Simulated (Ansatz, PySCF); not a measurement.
Process, species as SMILES: CCC[CH2][Ge]([Cl])([Cl])[Cl] + 7 [H][H] (H2) → 4 C (CH4) + 3 Cl (HCl) + [GeH4] (GeH4)
Each molecule is optimised on its own at B3LYP-D3(BJ)/def2-TZVP (Ansatz, a quantum-chemistry and plane-wave program), one conformer each, not searched for the lowest. Frequencies are from Ansatz or PySCF.
Geometry of the first species:
SMILES: CCC[CH2][Ge]([Cl])([Cl])[Cl]
```xyz
17

C     -4.6212    -0.5257     0.7068
C     -3.3783    -1.2103     0.1463
C     -2.1232    -0.3468     0.2775
C     -0.8845    -1.0397    -0.2858
Ge     0.7290     0.0422    -0.1298
Cl     1.1558     0.5155     1.9322
Cl     2.4533    -0.9710    -0.9358
Cl     0.5200     1.9133    -1.1849
H     -4.4985    -0.2961     1.7677
H     -4.8212     0.4133     0.1857
H     -5.5033    -1.1593     0.6026
H     -3.5357    -1.4568    -0.9083
H     -3.2152    -2.1613     0.6628
H     -1.9615    -0.1014     1.3308
H     -2.2819     0.6031    -0.2403
H     -0.6704    -1.9757     0.2342
H     -0.9932    -1.2661    -1.3485
```

Wanted: energy of full hydrogenation (enthalpy at 298 K, with B3LYP-D3(BJ) rigid-rotor harmonic-oscillator terms), in kcal/mol. Valence correlation only, unless marked. Spin-orbit coupling is left out. The frozen core is the preceding noble-gas configuration, with the filled d and f shells of earlier blocks. No relativistic terms. CBS(X,Y): correlation extrapolated as X^-3; Hartree-Fock from the larger set. [CCSD(T)-MP2]/basis is that difference in the basis named.

```tsv
level	program	energy of full hydrogenation (kcal/mol)
r2SCAN0/def2-TZVPD	Ansatz	-3.9
HSE06-D3(BJ)/def2-TZVPD	Ansatz + dftd3	-2.2
LC-wPBE-D4/def2-TZVPD	Ansatz + dftd4	-3.1
wB97M-V/def2-TZVPD	Ansatz	-1.5
```

Q: Estimate the value at RI-MP2/CBS(def2-TZVPPD,def2-QZVPPD)+[CCSD(T)-MP2]/def2-TZVPPD as computed with Ansatz.

A: 2.1 kcal/mol
